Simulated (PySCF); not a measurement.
C2H9FSi2, SMILES C[C@H]([SiH3])[SiH2]F.

Coordinates come from a PBE0-D3(BJ)/def2-SVP optimisation. The structure was generated by enumeration; whether it is a known compound was not checked. The values are those of a single conformer.

Two levels are set side by side: TDDFT-PBE/def2-SVPD (PySCF) and TDDFT-LC-ωPBE/def2-SVPD (PySCF). Vertical, same geometry. The lowest singlet is HOMO→LUMO 99 % with PBE and HOMO→LUMO 81 % with the other functional; states are paired by order. Differences are taken from unrounded values.

```
quantity                               TDDFT-LC-ωPBE
-------------------------------------  -------------
lowest singlet excitation (eV)                  7.78
lowest triplet excitation (TDA) (eV)            7.28
first bright state (f over 0.05) (eV)           9.36
its oscillator strength                         0.06
```

**Question.** What does TDDFT-PBE give, and how far is it from TDDFT-LC-ωPBE? (The exact figures need the calculation; the answer reports its results.)

**Answer.** 
| quantity | TDDFT-PBE | TDDFT-PBE minus TDDFT-LC-ωPBE |
|---|---|---|
| lowest singlet excitation (eV) | 6.43 | -1.34 |
| lowest triplet excitation (TDA) (eV) | 6.11 | -1.17 |
| first bright state (f over 0.05) (eV) | 7.55 | -1.81 |
| its oscillator strength | 0.08 | 0.02 |

Functionals without exact exchange tend to place singlet excitations lower, as here. Differences between two approximate levels are no errors against the true value.

Rough cost on one machine, each run with all the roots and properties that it gave: TDDFT-LC-ωPBE against TDDFT-PBE about 7 times.
